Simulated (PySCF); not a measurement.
## Li3N: from structure and modes to constants

Method: PySCF, PBE0, basis N def2-TZVP, Li def2-TZVP (no relativity, density fitting).

The singlet minimum has D3h symmetry. Masses (u): N 14.00307, Li 7.01600.

```xyz
4
charge 0 multiplicity 1, angstrom
N     0.0000    0.0000    0.0000
Li    1.7191    0.0000    0.0000
Li   -0.8595    1.4888    0.0000
Li   -0.8595   -1.4888    0.0000
```

Harmonic wavenumbers (cm⁻¹): 130.6 (a2'', ×1), 216.7 (e', ×2), 687.6 (a1', ×1), 899.7 (e', ×2).

Problem. Find the vibrational entropy and heat capacity at 298.15 K.

Solution. With u = 1.43878 ω/T, each mode gives S = R[u/(eᵘ−1) − ln(1−e⁻ᵘ)] and C = R u² eᵘ/(eᵘ−1)².
| ω (cm⁻¹) | u | S (J/(mol K)) | C (J/(mol K)) |
| --- | --- | --- | --- |
| 130.6 | 0.630 | 12.29 | 8.04 |
| 216.7 (×2) | 1.046 | 8.31 | 7.60 |
| 687.6 | 3.318 | 1.34 | 3.57 |
| 899.7 (×2) | 4.342 | 0.58 | 2.09 |
The sums over all modes are S = 31.4 and C = 31.0 J/(mol K); the softest mode gives 39 % of the entropy (each member, where degenerate).

Problem. Give the standard entropy (298.15 K, 1 bar) by its translational, rotational, vibrational and spin parts, and Cp.

Solution. Sackur–Tetrode with M = 35.05 u gives 153.2; rotation with symmetry number 6 gives 79.4; vibration 31.4; spin R ln 1 = 0.0. The total is 264.0 J/(mol K), and Cp = 4 R + 31.0 = 64.3 J/(mol K).

This need not be the most stable arrangement of these atoms.
